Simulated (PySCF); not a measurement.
# Correlation energy of Kr⁺ (krypton, charge +1)

[Ar] 3d10 4s2 4p5, 2P determinant. Computed with PySCF 2.14 in aug-cc-pVDZ-PP with ECP10MDF (5s4p3d, 32 functions), with scalar relativity through the core potential. Frozen: 3s2 3p6 3d10; 7 electrons correlated.

MP2 pair energies summed by pair of shells (mhartree):

```csv
pair,energy,share (%)
4p-4p,-66.60,68.7
4s-4p,-25.07,25.8
4s-4s,-5.32,5.5
```

Total MP2 correlation energy: -96.99 mhartree.

Same-spin part -24.72 and opposite-spin part -72.27 mhartree; SCS-MP2 scales them by 1/3 and 6/5 to -94.97 mhartree.

```json
{"level": "CCSD", "correlation energy (mhartree)": "-111.23"}
{"level": "(T)", "correlation energy (mhartree)": "-1.32"}
{"level": "CCSD(T)", "correlation energy (mhartree)": "-112.55"}
```

Diagnostics: T1 = 0.0056, D1 = 0.0172, largest double amplitude 0.041.

Cost of the coupled-cluster step: 0.34 s of wall time on 1 thread of Neoverse-N1 (shared host), for 7 correlated electrons.

Iterations:

```
CC2 = 0
CCSD nocc = (np.int64(4), np.int64(3)), nmo = (23, 23)
frozen orbitals [[0, 1, 2, 3, 4, 5, 6, 7, 8], [0, 1, 2, 3, 4, 5, 6, 7, 8]]
max_cycle = 100
direct = 0
conv_tol = 1e-08
conv_tol_normt = 1e-06
diis_space = 8
diis_start_cycle = 0
Init t2, MP2 energy = -0.0969901843637984
Init E_corr(UCCSD) = -0.0969901843690125
cycle = 1  E_corr(UCCSD) = -0.108428696634117  dE = -0.0114385123  norm(t1,t2) = 0.0302393
cycle = 2  E_corr(UCCSD) = -0.110435106162726  dE = -0.00200640953  norm(t1,t2) = 0.00904629
cycle = 3  E_corr(UCCSD) = -0.111250381895709  dE = -0.000815275733  norm(t1,t2) = 0.00337059
cycle = 4  E_corr(UCCSD) = -0.111233050191569  dE = 1.73317041e-05  norm(t1,t2) = 0.000372767
cycle = 5  E_corr(UCCSD) = -0.111234350692885  dE = -1.30050132e-06  norm(t1,t2) = 9.60976e-05
cycle = 6  E_corr(UCCSD) = -0.111234718465378  dE = -3.67772492e-07  norm(t1,t2) = 2.47638e-05
cycle = 7  E_corr(UCCSD) = -0.111234590739294  dE = 1.27726083e-07  norm(t1,t2) = 6.09882e-06
cycle = 8  E_corr(UCCSD) = -0.111234604990444  dE = -1.42511493e-08  norm(t1,t2) = 1.14196e-06
cycle = 9  E_corr(UCCSD) = -0.111234601336617  dE = 3.65382631e-09  norm(t1,t2) = 1.73329e-07
UCCSD converged
E(UCCSD) = -461.8082503759276  E_corr = -0.1112346013366175
UCCSD(T) correction = -0.00132439465065624
```
